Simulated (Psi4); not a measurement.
CdI₂, charge +1, doublet, geometry from GFN2-xTB (such geometries of metal compounds can be far from the true shape) (a state made from the parent by changing its charge; the spin is typed, not shown lowest) (core potentials on Cd, I); R2SCAN/def2-SVP (Psi4).

The Psi4 input:
```
memory 2 GB

molecule {
1 2
  Cd   -0.02135930    0.00986032    0.01528230
  I    -0.24305620    2.07466686   -1.70162621
  I     0.26240047   -2.08359696    1.68778564
}

set basis def2-svp
set reference uks
set scf_type disk_df

energy('r2scan')
print_variables()
```

Task: What does Psi4 print? Leave out banner, timings and long lists.

Result: 
```
   => Loading Basis Set <=

    Name: DEF2-SVP
    Role: ORBITAL
    Keyword: BASIS

    !!!  WARNING: ECP capability is in beta. Please check occupations closely.  !!!

         ---------------------------------------------------------
                                   SCF
               by Justin Turney, Rob Parrish, Andy Simmonett
                          and Daniel G. A. Smith
                              UKS Reference
         ---------------------------------------------------------

  ==> Geometry <==

    Molecular point group: cs
    Full point group: Cs

    Geometry (in Angstrom), charge = 1, multiplicity = 2:

       Center              X                  Y                   Z               Mass
    ------------   -----------------  -----------------  -----------------  -----------------
         CD          -0.025601509203     0.011660518251     0.000000000000   113.903365090000
         I            1.128217673465     2.446624930417     0.000000000000   126.904471900000
         I           -1.105238987167    -2.457090852127     0.000000000000   126.904471900000

  Running in cs symmetry.

  Rotational constants: A =    129.08029  B =      0.00915  C =      0.00915 [cm^-1]
  Rotational constants: A = 3869729.70409  B =    274.31659  C =    274.29714 [MHz]
  Nuclear repulsion =  257.770660899361815

  Charge       = 1
  Multiplicity = 2
  Electrons    = 69
  Nalpha       = 35
  Nbeta        = 34

  ==> Algorithm <==

  SCF Algorithm Type is DISK_DF.
  DIIS enabled.
  MOM disabled.
  Fractional occupation disabled.
  Guess Type is SAD.
  Energy threshold   = 1.00e-06
  Density threshold  = 1.00e-06
  Integral threshold = 1.00e-12

  ==> Primary Basis <==

  Basis Set: DEF2-SVP
    Blend: DEF2-SVP
    Number of shells: 31
    Number of basis functions: 83
    Number of Cartesian functions: 92
    Spherical Harmonics?: true
    Max angular momentum: 3

  Core potential: DEF2-SVP
    Number of shells: 12
    Number of ECP primitives: 72
    Number of ECP core electrons: 84
    Max angular momentum: 3

  ==> DFT Potential <==

   => LibXC <=

    Version 7.1.2
    S. Lehtola, C. Steigemann, M. J. T. Oliveira, and M. A. L. Marques,  SoftwareX 7, 1–5 (2018) (10.1016/j.softx.2017.11.002)

   => Composite Functional: R2SCAN <=

    r2SCAN Meta-GGA XC Functional  (0.1021/acs.jpclett.0c02405)
    J. W. Furness, A. D. Kaplan, J. Ning, J. P. Perdew, J. Sun  J. Phys. Chem. Lett.  11, 8208–8215, 2020

    Deriv               =              1
[...]

   @Spin Contamination Metric:   2.907813543E-03
   @S^2 Expected:                7.500000000E-01
   @S^2 Observed:                7.529078135E-01
   @S   Expected:                5.000000000E-01
   @S   Observed:                5.000000000E-01

    Orbital Energies [Eh]
    ---------------------

    Alpha Occupied:

[...]
    Alpha Virtual:

[...]
    Beta Occupied:

[...]
      11App   -0.436493

    Beta Virtual:

[...]
      57Ap    56.471873

    Final Occupation by Irrep:
             Ap   App
    DOCC [    23,   11 ]
    SOCC [     1,    0 ]
    NA   [    24,   11 ]
    NB   [    23,   11 ]

  @DF-UKS Final Energy:  -763.18422829593396

   => Energetics <=

    Nuclear Repulsion Energy =            257.7706608993618147
    One-Electron Energy =               -1833.1862144820083813
    Two-Electron Energy =                 872.1690957620363633
    DFT Exchange-Correlation Energy =     -59.9377704753236387
    Empirical Dispersion Energy =           0.0000000000000000
    VV10 Nonlocal Energy =                  0.0000000000000000
    Total Energy =                       -763.1842282959339627

  UHF NO Occupations:
  HONO-2 :   22 Ap 1.9997040
  HONO-1 :   23 Ap 1.9993187
  HONO-0 :   24 Ap 1.0000000
  LUNO+0 :   25 Ap 0.0006813
  LUNO+1 :   26 Ap 0.0002960
  LUNO+2 :   27 Ap 0.0001927
  LUNO+3 :   28 Ap 0.0001653

Computation Completed

Properties will be evaluated at   0.000000,   0.000000,   0.000000 [a0]

Properties computed using the SCF density matrix

 Multipole Moments:

 ------------------------------------------------------------------------------------
     Multipole            Electronic (a.u.)      Nuclear  (a.u.)        Total (a.u.)
 ------------------------------------------------------------------------------------

 L = 1.  Multiply by 2.5417464519 to convert [e a0] to [Debye]
 Dipole X            :         -0.1460447            0.1179888           -0.0280559
 Dipole Y            :          0.0661763           -0.0537394            0.0124368
 Dipole Z            :          0.0000000            0.0000000            0.0000000
 Magnitude           :                                                    0.0306889

 ------------------------------------------------------------------------------------

  Variable Map:
  ----------------------------------------------------------------------------
[...]
  Array Variable Map:
  ----------------------------------------------------------------------------
[...]
[...]
```
